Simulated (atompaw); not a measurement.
# Building the PAW (atompaw) potential for Ca (LDA (PW92), scalar-relativistic).

atompaw 4.2.0.5 input, output lines left out:

```
Ca 20
LDA-PW scalarrelativistic loggrid 1500 logderivrange -2 5 176
4 4 3 0 0 0
4 0 1.5
4 1 0.5
3 2 0
0 0 0
c
c
c
v
c
c
v
v
2
3.00 2.30 2.05 2.10
y
0.55
n
y
2.3
n
y
0.15
n
custom rrkj gramschmidtortho besselshape
3 1 troulliermartins
3.00
3.00
3.00
3.00
3.00
3.00
```

All-electron outer shells of the reference configuration (LDA (PW92), scalar-relativistic, ld1.x):

```csv
shell,level (eV),outermost node (bohr),outermost maximum (bohr)
3s,-47.53,0.45,0.99
3p,-28.68,0.42,1.04
4s,-4.22,1.43,3.29
3d,-2.70,–,1.27
4p,-1.73,1.62,4.34
```

Calculated quality:

```json
{"Cutoffs needed": "6 Ry and 6 Ry (the cutoffs (Ry, on a coarse ladder) from which the occupation-weighted sum of valence levels, in a spherical-Bessel basis at the reference potential, stays within 10 and 1 mRy of its value at 400 Ry)", "Ghost test": "ghost state, extra bound levels that the all-electron valence spectrum of the same l lacks: s at -39.4 eV; a true bound ghost makes a file unfit for plane-wave use (spherical-Bessel basis up to 400 Ry, 20 bohr box)", "Lowest eigenvalue of the overlap operator": "0.36 (s channel)", "Overlap eigenvalues printed by atompaw (projector basis)": "0.00337, 0.122, 0.147, 4.15, 24.8, 40.4", "Share of each valence orbital outside the PAW sphere": "4s 72 %, 4p 89 %, 3d 22 %"}
```

Generation and tests took about 8.9 s on one core of a shared host (Intel(R) Xeon(R) Platinum 8375C CPU @ 2.90GHz, 128 threads, 992 GiB, load 58).
